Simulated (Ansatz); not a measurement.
Gas-phase electronic energies from Ansatz, PBE0-D4/def2-TZVP geometries. CBS: MP2 limit from def2 TZ/QZ plus the TZ coupled-cluster correction, frozen cores. DFT in def2-TZVPP. def2 core potentials past Kr. For Ge, Sn outer-core shells are correlated without core-valence functions, which leaves a few kJ/mol of doubt a bond. Scalar relativity is left out up to krypton. Each species was taken in one conformer, which may not be the lowest.

Consider the substitution at a C–O bond: `CC[O][GeH]([CH3])[F]` + `[CH3][Sn]([OH])([Cl])[Cl]` → `CC[O][Sn]([CH3])([Cl])[Cl]` + `[CH3][GeH]([OH])[F]`.

| species | PBE-D4 energy (Eh) |
| --- | --- |
| `CC[O][GeH]([CH3])[F]` | -2371.34463 |
| `[CH3][Sn]([OH])([Cl])[Cl]` | -1250.13531 |
| `CC[O][Sn]([CH3])([Cl])[Cl]` | -1328.66761 |
| `[CH3][GeH]([OH])[F]` | -2292.81261 |

Q: Work out ΔE.

A: ΔE = (-1328.66761) + (-2292.81261) − (-2371.34463) − (-1250.13531) = -0.00028 Eh = -0.2 kcal/mol. CCSD(T)/CBS gives -0.4 kcal/mol.

Largest T1 diagnostic among the species: 0.012.

In def2-TZVPP, CCSD(T) changes the Hartree–Fock value by −2.1 kcal/mol (the triples alone add −0.4 kcal/mol) and MP2 by −2.3 kcal/mol. The D4 term adds −1.6 kcal/mol with B3LYP and −0.9 kcal/mol with PBE0; it sums over pairs of atoms, weighted by their polarisabilities, and B3LYP, whose exchange is more repulsive, gets the larger term.

B3LYP here is the variant with VWN-RPA as its local correlation; programs differ in this.
